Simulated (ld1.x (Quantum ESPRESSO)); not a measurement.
**An odd input for ld1.x (Quantum ESPRESSO) 7.5 (xenon)**

Command:

```bash
ld1.x < Xe.in > Xe.out
```

Input:

```
&input
   title='Xe', zed=54., rel=2, dft='PBE', iswitch=3,
   config='[Kr] 4d10 5s2 5p6', rel_dist='average',
   nld=5, rlderiv=2.20, eminld=-6.0, emaxld=5.0, deld=0.02
 /
 &inputp
   pseudotype=2, tm=.true., lloc=1,
   nlcc=.false.,
   file_pseudopw='Xe.UPF', file_wfcaegen='ae.wfc', file_wfcncgen='nc.wfc', file_beta='beta', file_chi='chi'
 /
3
5S  1  0   2.00   0.00  1.80  1.80  0.0
5P  2  1   6.00   0.00  2.00  2.00  0.0
4D  3  2  10.00   0.00  0.85  0.85  0.0
 &test
   configts(1)='4d10 5s2 5p6'
 /
```

Output:

```
Program LD1 v.7.5

 %%%%%%%%%%%%%%%%%%%%%%%%%%%%%%%%%%%%%%%%%%%%%%%%%%%%%%%%%%%%%%%%%%%%%%%%%%%%%%
     Error in routine ld1_setup (4):
     mismatch between lloc and l of spin-orbit split wfc chosen for local potential
 %%%%%%%%%%%%%%%%%%%%%%%%%%%%%%%%%%%%%%%%%%%%%%%%%%%%%%%%%%%%%%%%%%%%%%%%%%%%%%

     stopping ...
```

Task: This input was made by a single change from one that runs to its end. What was changed?

Result: The change: lloc set to 1 without reordering the list of waves. The program refuses the input: "ld1_setup: mismatch between lloc and l of spin-orbit split wfc chosen for local potential".
